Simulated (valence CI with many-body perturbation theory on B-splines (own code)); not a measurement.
## How close is CI+MBPT for Ba VI?

Method: configuration interaction combined with many-body perturbation theory (CI+MBPT): five valence electrons over a frozen Dirac-Fock core [Kr] 4d10, a basis of 9 s, 9 p, 8 d, 6 f, 3 g, 1 h functions for each j, with the one-electron correlation potential Σ1, the two-electron term Σ2, the three-electron term Σ3, Breit, model QED; selected CI, second order for the rest, scaled by the run's own slope (own B-spline code, finite nucleus).

Against 18 measured levels this calculation errs by 108 cm⁻¹ on average and by 336 at most. These come from a selection out of Sansonetti and Curry, J. Phys. Chem. Ref. Data 39, 043103 (2010). Levels without a partner in it may be off by more, other configurations by several thousand cm⁻¹. Among the levels kept, up to 550 cm⁻¹ of a level comes from second order outside the variational space, and about a tenth of that is noise between levels of different J, which matters for small intervals. 2 measured levels below the end of the list, from 179077 cm⁻¹ on, found no clear computed partner, and computed levels of the same name lie up to 144 cm⁻¹ from them.

Measured levels: Sansonetti and Curry, J. Phys. Chem. Ref. Data 39, 043103 (2010). Pairs share parity and J, and are chosen by configuration, term and nearness in energy; levels without a clear partner are left out. Energies in cm⁻¹ above the measured ground level. The last column is blank where CI alone has no clear partner.

Names give the largest LS component (configuration and term), which can be under half, so a name can repeat, a term be missing and a line seem to break the LS rules; names also repeat where a configuration has a term twice. Letters in brackets count levels of one name in rising energy.

```
       Computed label  Label in the source  Measured  Computed  Difference  CI alone, difference
      5s2 5p3 4S°_3/2          5s2 5p3 4S°         0       0.0           0                     0
      5s2 5p3 2D°_3/2          5s2 5p3 2D°   17260.6   17333.3         +73                   -42
      5s2 5p3 2D°_5/2          5s2 5p3 2D°   23547.2   23639.2         +92                  -150
      5s2 5p3 2P°_1/2          5s2 5p3 2P°   36155.7   36322.9        +167                  +288
      5s2 5p3 2P°_3/2          5s2 5p3 2P°     49621   49718.9         +98                  -713
        5s 5p4 4P_5/2    5s(2S) 5p4(3P) 4P  128436.3  128111.9        -324                 -4799
        5s 5p4 4P_3/2    5s(2S) 5p4(3P) 4P  139920.1  139584.3        -336                 -5292
        5s 5p4 4P_1/2    5s(2S) 5p4(3P) 4P  142851.9  142533.2        -319                 -5157
        5s 5p4 2D_3/2    5s(2S) 5p4(1D) 2D  158158.4  158037.5        -121                 -3586
        5s 5p4 2D_5/2    5s(2S) 5p4(1D) 2D  163566.3  163412.3        -154                 -4021
    5s2 5p2 5d 2P_3/2    5s2 5p2(3P) 5d 2P    176498  176510.1         +12                 -3290
    5s2 5p2 5d 4F_3/2    5s2 5p2(3P) 5d 4F  180293.1  180315.1         +22                 -3372
    5s2 5p2 5d 4F_5/2    5s2 5p2(3P) 5d 4F  183552.2  183545.4          -7                 -3851
    5s2 5p2 5d 2F_5/2    5s2 5p2(1D) 5d 2F  191382.2  191349.3         -33                 -4488
    5s2 5p2 5d 4F_7/2    5s2 5p2(3P) 5d 4F  192561.2  192486.6         -75                 -4680
5s2 5p2 5d 4D_1/2 [a]    5s2 5p2(3P) 5d 4D  193882.1  193835.0         -47                 -3858
    5s2 5p2 5d 2F_7/2    5s2 5p2(3P) 5d 4D  196130.2  196100.1         -30                 -4501
    5s2 5p2 5d 4D_3/2    5s2 5p2(3P) 5d 4D  197255.4  197271.9         +17                 -3712
    5s2 5p2 5d 4D_5/2    5s2 5p2(3P) 5d 4D    201857  201877.8         +21                 -4039
```

Over 18 excited levels the mean absolute difference is 108 cm⁻¹, the median 74 and the largest 336. For the 18 levels that pair on every rung the mean is CI alone 3324, + Σ1 756, + Σ2 184, + Σ3 334, + Breit 69, + QED 108. The comparison draws on a selection of the measured levels: 19 of the 50 computed ones have a partner in it, and others may be off by more.

These 2 measured levels below the end of the computed list are not counted above. Beside each stands the unpaired computed level of its name, or else the nearest of its J and parity; the gap is either an error of the method or a doubtful assignment.

| Label in the source | J | Measured | Unpaired level | Computed |
| --- | --- | --- | --- | --- |
| 5s(2S) 5p4(3P) 2P | 1/2 | 179077 | 5s 5p4 2P_1/2 | 179221 |
| 5s(2S) 5p4 2S | 1/2 | 200938 | 5s2 5p2 5d 4D_1/2 [b] | 200988 |
